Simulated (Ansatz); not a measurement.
Mulliken charges of FH3OSiSn, SMILES `F[SiH]1[O][SnH2]1` from r2SCAN/def2-TZVPP in Ansatz (PBE0-D4/def2-TZVP geometry).

```tsv
atom	x (Å)	y (Å)	z (Å)	charge (e)
F1	0.266	-1.394	1.997	-0.300
Si2	0.653	-0.866	0.551	0.630
O3	-0.423	-1.001	-0.622	-0.550
Sn4	-0.415	1.143	-0.376	0.514
H5	2.056	-1.278	0.335	-0.073
H6	-2.034	1.551	-0.013	-0.108
H7	-0.042	1.777	-1.919	-0.113
```

Question: By hand: the dipole of these point charges (1 e Å = 4.8032 D).

Answer: Σ q r = (0.425, 0.736, 0.091) e Å, of length 0.855 e Å = 4.11 D.

Question: How does the dipole of the full density compare? (Estimate.)

Answer: The calculation gave: (0.233, 0.386, 0.012) e Å, 2.17 D; the point charges give 1.89 times that, at 5° from its direction.

Point charges leave out the atoms' own dipoles, such as those of lone pairs, and Mulliken's split depends on the basis, so the two needn't agree.
